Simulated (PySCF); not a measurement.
# Atomic charges against the basis set

Compound: C4H3BF2O.
Numbering: `[F:1][B:2]([F:3])[c:4]1[cH:5][cH:6][cH:7][o:8]1` (hydrogens: H9 on C5; H10 on C6; H11 on C7)

PBE0 throughout (PySCF), one geometry, spherical d and f functions. Geometry: PBE0-D3(BJ)/def2-SVP; no solvent, vibrations or thermal averaging. Atoms taken as equivalent share a column and are averaged. The first 7 of 10 kinds of atom are listed.

Mulliken charges (e):

```tsv
basis	functions	F1/F3	B2	C4	C5	C6	C7	O8
STO-3G	43	-0.119	+0.359	-0.044	-0.116	-0.126	+0.007	-0.129
6-31G	78	-0.290	+0.701	+0.054	-0.193	-0.222	+0.096	-0.490
pcSseg-0	78	-0.311	+0.982	-0.151	-0.228	-0.301	+0.133	-0.614
6-31G*	118	-0.257	+0.585	+0.117	-0.216	-0.234	+0.079	-0.410
cc-pVDZ	127	-0.091	+0.210	+0.042	-0.046	-0.060	+0.122	-0.169
def2-SVP	127	-0.105	+0.195	+0.082	-0.047	-0.074	+0.139	-0.230
aug-cc-pVDZ	211	-0.454	+0.750	+0.262	+0.589	+0.784	+0.289	-0.423
6-311+G(2d,p)	234	-0.327	+0.886	-0.229	+0.033	-0.193	+0.073	-0.307
def2-TZVP	266	-0.238	+0.516	+0.038	-0.212	-0.140	0.000	-0.164
cc-pVTZ	282	-0.192	+0.338	+0.050	-0.136	-0.185	+0.003	-0.105
IGLO-III	310	-0.341	+0.803	-0.061	-0.110	-0.108	+0.072	-0.221
pcSseg-2	330	-0.330	+0.752	+0.019	-0.065	-0.072	+0.179	-0.306
```

IAO charges (e):

```csv
basis,functions,F1/F3,B2,C4,C5,C6,C7,O8
STO-3G,43,-0.159,+0.441,-0.081,-0.167,-0.201,-0.035,-0.079
6-31G,78,-0.300,+0.671,-0.056,-0.163,-0.218,+0.017,-0.195
pcSseg-0,78,-0.287,+0.650,-0.055,-0.163,-0.222,+0.028,-0.194
6-31G*,118,-0.312,+0.710,-0.047,-0.159,-0.218,+0.041,-0.209
cc-pVDZ,127,-0.308,+0.694,-0.043,-0.162,-0.222,+0.039,-0.205
def2-SVP,127,-0.306,+0.692,-0.046,-0.158,-0.218,+0.043,-0.204
aug-cc-pVDZ,211,-0.316,+0.708,-0.042,-0.165,-0.227,+0.039,-0.211
"6-311+G(2d,p)",234,-0.319,+0.714,-0.044,-0.164,-0.227,+0.040,-0.213
def2-TZVP,266,-0.321,+0.722,-0.044,-0.164,-0.227,+0.042,-0.214
cc-pVTZ,282,-0.320,+0.720,-0.044,-0.165,-0.227,+0.041,-0.212
IGLO-III,310,-0.320,+0.720,-0.043,-0.165,-0.228,+0.040,-0.214
pcSseg-2,330,-0.321,+0.721,-0.044,-0.164,-0.227,+0.041,-0.214
```

Hirshfeld charges (e):

| basis | functions | F1/F3 | B2 | C4 | C5 | C6 | C7 | O8 |
| --- | --- | --- | --- | --- | --- | --- | --- | --- |
| STO-3G | 43 | -0.062 | +0.199 | -0.054 | -0.062 | -0.074 | +0.014 | -0.017 |
| 6-31G | 78 | -0.134 | +0.273 | -0.044 | -0.057 | -0.081 | +0.029 | -0.066 |
| pcSseg-0 | 78 | -0.133 | +0.274 | -0.051 | -0.058 | -0.082 | +0.029 | -0.044 |
| 6-31G* | 118 | -0.129 | +0.270 | -0.041 | -0.058 | -0.083 | +0.028 | -0.058 |
| cc-pVDZ | 127 | -0.125 | +0.256 | -0.050 | -0.060 | -0.084 | +0.027 | -0.034 |
| def2-SVP | 127 | -0.131 | +0.270 | -0.049 | -0.059 | -0.084 | +0.029 | -0.041 |
| aug-cc-pVDZ | 211 | -0.140 | +0.290 | -0.046 | -0.062 | -0.085 | +0.030 | -0.061 |
| 6-311+G(2d,p) | 234 | -0.145 | +0.300 | -0.048 | -0.060 | -0.083 | +0.032 | -0.063 |
| def2-TZVP | 266 | -0.142 | +0.293 | -0.046 | -0.061 | -0.084 | +0.031 | -0.058 |
| cc-pVTZ | 282 | -0.140 | +0.287 | -0.046 | -0.061 | -0.084 | +0.030 | -0.052 |
| IGLO-III | 310 | -0.143 | +0.297 | -0.046 | -0.062 | -0.084 | +0.031 | -0.060 |
| pcSseg-2 | 330 | -0.144 | +0.299 | -0.045 | -0.061 | -0.084 | +0.031 | -0.060 |

ESP-fitted charges (e):

```json
{"basis": "STO-3G", "functions": "43", "F1/F3": "-0.170", "B2": "+0.500", "C4": "-0.103", "C5": "-0.060", "C6": "-0.229", "C7": "+0.099", "O8": "-0.131"}
{"basis": "6-31G", "functions": "78", "F1/F3": "-0.351", "B2": "+0.843", "C4": "-0.113", "C5": "-0.095", "C6": "-0.286", "C7": "+0.118", "O8": "-0.247"}
{"basis": "pcSseg-0", "functions": "78", "F1/F3": "-0.358", "B2": "+0.875", "C4": "-0.102", "C5": "-0.137", "C6": "-0.309", "C7": "+0.129", "O8": "-0.262"}
{"basis": "6-31G*", "functions": "118", "F1/F3": "-0.249", "B2": "+0.586", "C4": "-0.051", "C5": "-0.146", "C6": "-0.252", "C7": "+0.013", "O8": "-0.154"}
{"basis": "cc-pVDZ", "functions": "127", "F1/F3": "-0.253", "B2": "+0.598", "C4": "-0.088", "C5": "-0.135", "C6": "-0.246", "C7": "+0.007", "O8": "-0.123"}
{"basis": "def2-SVP", "functions": "127", "F1/F3": "-0.273", "B2": "+0.644", "C4": "-0.079", "C5": "-0.127", "C6": "-0.260", "C7": "+0.040", "O8": "-0.155"}
{"basis": "aug-cc-pVDZ", "functions": "211", "F1/F3": "-0.273", "B2": "+0.637", "C4": "-0.091", "C5": "-0.115", "C6": "-0.264", "C7": "+0.016", "O8": "-0.140"}
{"basis": "6-311+G(2d,p)", "functions": "234", "F1/F3": "-0.293", "B2": "+0.703", "C4": "-0.136", "C5": "-0.114", "C6": "-0.262", "C7": "+0.006", "O8": "-0.131"}
{"basis": "def2-TZVP", "functions": "266", "F1/F3": "-0.287", "B2": "+0.685", "C4": "-0.117", "C5": "-0.116", "C6": "-0.266", "C7": "+0.017", "O8": "-0.133"}
{"basis": "cc-pVTZ", "functions": "282", "F1/F3": "-0.279", "B2": "+0.667", "C4": "-0.115", "C5": "-0.119", "C6": "-0.256", "C7": "+0.013", "O8": "-0.129"}
{"basis": "IGLO-III", "functions": "310", "F1/F3": "-0.284", "B2": "+0.675", "C4": "-0.113", "C5": "-0.114", "C6": "-0.257", "C7": "+0.011", "O8": "-0.136"}
{"basis": "pcSseg-2", "functions": "330", "F1/F3": "-0.297", "B2": "+0.710", "C4": "-0.122", "C5": "-0.109", "C6": "-0.269", "C7": "+0.032", "O8": "-0.143"}
```

Some averages cover members that differ in this geometry, most widely: F1/F3, Mulliken in 6-311+G(2d,p) -0.360 to -0.293 e.

Problem. Which scheme is steadiest as the basis changes?

Solution. Largest range over the bases for any column: Hirshfeld 0.10 e, IAO 0.28 e, ESP-fitted 0.38 e, Mulliken 1.09 e. Hirshfeld charges move least and Mulliken charges most, counted in e. Without the minimal STO-3G basis the ranges are Hirshfeld 0.04, IAO 0.07, ESP-fitted 0.29, Mulliken 1.09 e.

Problem. How much do the charges still move between the two largest bases, IGLO-III and pcSseg-2?

Solution. At most, over all atoms: Mulliken 0.107 e, IAO 0.002 e, Hirshfeld 0.001 e, ESP-fitted 0.036 e.

Problem. What do the same runs give for the total energy, the frontier levels and the dipole moment?

Solution. 
```json
{"basis": "STO-3G", "energy (Eh)": "-447.5628", "HOMO (eV)": "-4.86", "LUMO (eV)": "2.13", "μ (D)": "0.70"}
{"basis": "6-31G", "energy (Eh)": "-453.4859", "HOMO (eV)": "-7.34", "LUMO (eV)": "-1.21", "μ (D)": "3.36"}
{"basis": "pcSseg-0", "energy (Eh)": "-452.5886", "HOMO (eV)": "-7.65", "LUMO (eV)": "-1.39", "μ (D)": "3.24"}
{"basis": "6-31G*", "energy (Eh)": "-453.6087", "HOMO (eV)": "-6.97", "LUMO (eV)": "-0.87", "μ (D)": "2.63"}
{"basis": "cc-pVDZ", "energy (Eh)": "-453.6445", "HOMO (eV)": "-7.12", "LUMO (eV)": "-1.08", "μ (D)": "2.66"}
{"basis": "def2-SVP", "energy (Eh)": "-453.2822", "HOMO (eV)": "-7.26", "LUMO (eV)": "-1.17", "μ (D)": "2.73"}
{"basis": "aug-cc-pVDZ", "energy (Eh)": "-453.6704", "HOMO (eV)": "-7.28", "LUMO (eV)": "-1.36", "μ (D)": "2.86"}
{"basis": "6-311+G(2d,p)", "energy (Eh)": "-453.7576", "HOMO (eV)": "-7.30", "LUMO (eV)": "-1.37", "μ (D)": "2.94"}
{"basis": "def2-TZVP", "energy (Eh)": "-453.8025", "HOMO (eV)": "-7.27", "LUMO (eV)": "-1.29", "μ (D)": "2.85"}
{"basis": "cc-pVTZ", "energy (Eh)": "-453.7832", "HOMO (eV)": "-7.23", "LUMO (eV)": "-1.23", "μ (D)": "2.79"}
{"basis": "IGLO-III", "energy (Eh)": "-453.8089", "HOMO (eV)": "-7.28", "LUMO (eV)": "-1.34", "μ (D)": "2.85"}
{"basis": "pcSseg-2", "energy (Eh)": "-453.8001", "HOMO (eV)": "-7.31", "LUMO (eV)": "-1.34", "μ (D)": "2.88"}
```

The dipole is fixed by the density alone, so its range of 2.66 D shows that the density itself changes with the basis, not only its division among atoms.
